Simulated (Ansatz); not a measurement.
Geometry optimisation, RKS PBE0-D4/def2-SVP in Ansatz.

input.yaml

```yaml
crystal:
  periodic: [false, false, false]
  atoms:
    - { symbol: W, position_ang: [0.0, 0.0, 0.0] }
    - { symbol: O, position_ang: [0.0, 0.0, 2.29] }
    - { symbol: H, position_ang: [-0.9095, -0.2814, 2.6271] }
    - { symbol: H, position_ang: [1.72, 0.0, 0.0] }
    - { symbol: H, position_ang: [0.0, 1.72, 0.0] }
    - { symbol: H, position_ang: [-1.72, 0.0, 0.0] }
    - { symbol: H, position_ang: [0.0, -1.72, 0.0] }
    - { symbol: H, position_ang: [0.0, 0.0, -1.72] }
    - { symbol: H, position_ang: [1.3275, 1.3829, 0.637] }
    - { symbol: H, position_ang: [1.0111, 1.0533, 1.625] }
basis:
  gaussian: { orbitals: def2-SVP }
hamiltonian:
  xc: pbe0
  dispersion: d4
relax:
  f_tol: 0.15
  max_steps: 25
  restrain:
    - { distance: [0, 8], at: 2.92, k: 30.0 }
    - { distance: [9, 1], at: 2.21, k: 30.0 }
    - { distance: [0, 1], at: 1.94, k: 30.0 }
    - { distance: [9, 8], at: 0.66, k: 30.0 }
```

Run as:

```bash
$ ansatz run input.yaml --threads 1 --pin off --max-ram 2048MiB --backend cpu --events-out ev --progress --plain --runs-dir out
```

Q: Where does it end, and by what steps?

A: It converged. The restraints hold the end off the free minimum. After 16 steps the energy has fallen by 6.971 eV (the restraints' own energy left out); H8 moved furthest, 1.27 Å. The start is strongly strained (largest force component 9 eV/Å), so its close contacts needn't be bonds. Parted: W1–H9 (2.02 → 2.92 Å), W1–H10 (2.18 → 2.63 Å). Joined: H9–H10 (1.09 → 0.72 Å).

| step | energy less start (eV) | largest force component (eV/Å) | accepted |
| --- | --- | --- | --- |
| 0 | 0.0000 | 8.532 | yes |
| 1 | -0.7976 | 9.653 | yes |
| 2 | -2.2589 | 4.203 | yes |
| 3 | -3.3065 | 2.751 | yes |
| 4 | -4.6951 | 1.516 | yes |
| 5 | -5.5072 | 1.098 | yes |
| 6 | -5.9333 | 0.799 | yes |
| 7 | -6.1695 | 0.894 | yes |
| 8 | -6.4090 | 0.980 | yes |
| 9 | -6.6397 | 1.199 | yes |
| 10 | -6.8428 | 1.065 | yes |
| 11 | -6.8618 | 1.042 | yes |
| 12 | -6.9414 | 1.060 | yes |
| 13 | -6.9432 | 1.388 | yes |
| 14 | -6.9395 | 1.501 | no |
| 15 | -6.9762 | 1.263 | yes |
| 16 | -6.9707 | 1.403 | yes |

```xyz
10
Properties=species:S:1:pos:R:3
W 0.209 -0.371 0.140
O -0.065 -0.490 2.027
H -0.735 -0.060 2.569
H 1.746 0.182 -0.341
H 0.248 0.964 -0.879
H -1.033 0.716 0.213
H -0.105 -1.886 -0.564
H -0.988 -0.409 -1.028
H 1.193 2.035 1.471
H 0.958 1.473 1.854
```

Run time: 77 s on 1 thread of AMD EPYC 7R43 64-Core Processor (Zen 3) (shared host), peak memory 0.18 GiB.
